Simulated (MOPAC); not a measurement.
A run for MOPAC: AM1 on GaH3Se (SMILES [GaH2][SeH]), a point of a bond scan (R = 1.561 Å).

```
AM1 1SCF PRECISE CHARGE=0 THREADS=1
GaH3Se

Ga     0.27485932 1     0.01121965 1    -1.15295017 1
H     -0.80375620 1    -0.57601799 1    -2.11691732 1
H      1.66169621 1     0.60371444 1    -1.55587958 1
Se    -0.30399105 1    -0.02839877 1     1.11359069 1
H      0.95711690 1     0.59005271 1     1.55216865 1
```

Program output:

```
*******************************************************************************
 **                                                                           **
 **                              MOPAC v23.2.5                                **
 **                                                                           **
 *******************************************************************************
 ** MOPAC's Digital Object Identifier: https://doi.org/10.5281/zenodo.6511958 **
 **                                                                           **
 ** Please cite the open-source release paper for use of this MOPAC version:  **
 ** J. E. Moussa and J. J. P. Stewart (2026)                                  **
 ** MOPAC: An open-source semiempirical molecular orbital program             **
 ** J. Open Source Softw., 11(119), 8025, https://doi.org/10.21105/joss.08025 **
 *******************************************************************************

                              AM1 CALCULATION RESULTS

 *******************************************************************************
 *  AM1        - The AM1 Hamiltonian to be used
 *
 *
 *
 *                 CHARGE ON SYSTEM = 0
 *
 *
 *
 *  PRECISE    - TIGHTER CRITERIA TO BE USED
 *  1SCF       - DO 1 SCF AND THEN STOP
 *  THREADS=1  - MULTI-THREADING NOT USED
 *  T=         - A TIME OF 172800.0 SECONDS REQUESTED
 *  DUMP=N     - RESTART FILE WRITTEN EVERY 7200.0 SECONDS REQUESTED
 *******************************************************************************
AM1 1SCF PRECISE CHARGE=0 THREADS=1
 GaH3Se

   ATOM   CHEMICAL          X               Y               Z
  NUMBER   SYMBOL      (ANGSTROMS)     (ANGSTROMS)     (ANGSTROMS)

     1      Ga          0.27485932  *   0.01121965  *  -1.15295017  *
     2       H         -0.80375620  *  -0.57601799  *  -2.11691732  *
     3       H          1.66169621  *   0.60371444  *  -1.55587958  *
     4      Se         -0.30399105  *  -0.02839877  *   1.11359069  *
     5       H          0.95711690  *   0.59005271  *   1.55216865  *



          CARTESIAN COORDINATES

    NO.       ATOM           X           Y           Z

     1        Ga          0.2749      0.0112     -1.1530
     2         H         -0.8038     -0.5760     -2.1169
     3         H          1.6617      0.6037     -1.5559
     4        Se         -0.3040     -0.0284      1.1136
     5         H          0.9571      0.5901      1.5522

  H: (AM1): M.J.S. DEWAR ET AL, J. AM. CHEM. SOC. 107 3902-3909 (1985)
 Ga: (AM1): J. J. P. STEWART, J. MOL. MOD., 10, 155-164 (2004)
 Se: (AM1): J. J. P. STEWART, J. MOL. MOD., 10, 155-164 (2004)

           Empirical Formula: H3 Ga Se  =     5 atoms



      MOLECULAR POINT GROUP   :   Cs


      RHF CALCULATION, NO. OF DOUBLY OCCUPIED LEVELS = 6


 -------------------------------------------------------------------------------
 AM1 1SCF PRECISE CHARGE=0 THREADS=1
 GaH3Se



     1SCF WAS SPECIFIED, SO BFGS WAS NOT USED
     SCF FIELD WAS ACHIEVED


                              AM1 CALCULATION
                                                       MOPAC v23.2.5 Linux




          FINAL HEAT OF FORMATION =         35.87851 KCAL/MOL =     150.11567 KJ/MOL


          COSMO AREA              =         99.25 SQUARE ANGSTROMS
          COSMO VOLUME            =         83.66 CUBIC ANGSTROMS

          IONIZATION POTENTIAL    =          9.158272 EV
          HOMO LUMO ENERGIES (EV) =         -9.158 -2.142
          NO. OF FILLED LEVELS    =          6
          MOLECULAR WEIGHT        =        151.7187         POINT GROUP:  Cs

          MOLECULAR DIMENSIONS (Angstroms)

            Atom       Atom       Distance
            H     5    H     2     4.23351
           Se     4    H     3     3.10520
            H     5   Se     4     0.00000


          SCF CALCULATIONS        =          1





   ATOM   CHEMICAL          X               Y               Z
  NUMBER   SYMBOL      (ANGSTROMS)     (ANGSTROMS)     (ANGSTROMS)

     1      Ga          0.27485932  *   0.01121965  *  -1.15295017  *
     2       H         -0.80375620  *  -0.57601799  *  -2.11691732  *
     3       H          1.66169621  *   0.60371444  *  -1.55587958  *
     4      Se         -0.30399105  *  -0.02839877  *   1.11359069  *
     5       H          0.95711690  *   0.59005271  *   1.55216865  *

                             CARTESIAN COORDINATES

   1   Ga        0.274859320     0.011219650    -1.152950170
   2    H       -0.803756200    -0.576017990    -2.116917320
   3    H        1.661696210     0.603714440    -1.555879580
   4   Se       -0.303991050    -0.028398770     1.113590690
   5    H        0.957116900     0.590052710     1.552168650


           Empirical Formula: H3 Ga Se  =     5 atoms



      MOLECULAR POINT GROUP   :   Cs


                  EIGENVALUES
 -20.32667 -14.13338 -12.26912 -11.88578  -9.30402  -9.15827  -2.14194  -1.35454
   0.26587   0.93353   1.89593


              NET ATOMIC CHARGES AND DIPOLE CONTRIBUTIONS

  ATOM NO.   TYPE          CHARGE      No. of ELECS.   s-Pop       p-Pop
    1         Ga           0.045096        2.9549     0.18538     2.76953
    2          H          -0.024039        1.0240     1.02404
    3          H          -0.031283        1.0313     1.03128
    4         Se           0.009807        5.9902     1.96991     4.02028
    5          H           0.000418        0.9996     0.99958
 DIPOLE           X         Y         Z       TOTAL
 POINT-CHG.    -0.110    -0.022     0.284     0.305
 HYBRID         0.688     0.315     0.015     0.756
 SUM            0.578     0.293     0.299     0.714


          ATOMIC ORBITAL ELECTRON POPULATIONS

     Atom    s        px        py        pz
    1 Ga   0.18538   1.02102   0.60463   1.14387
    2  H   1.02404
    3  H   1.03128
    4 Se   1.96991   1.11946   1.42094   1.47988
    5  H   0.99958

 **********************
 *                    *
 * JOB ENDED NORMALLY *
 *                    *
 **********************




 == MOPAC DONE ==
```

The run finished.

Cost: about 0.03 core-seconds (a rough figure).
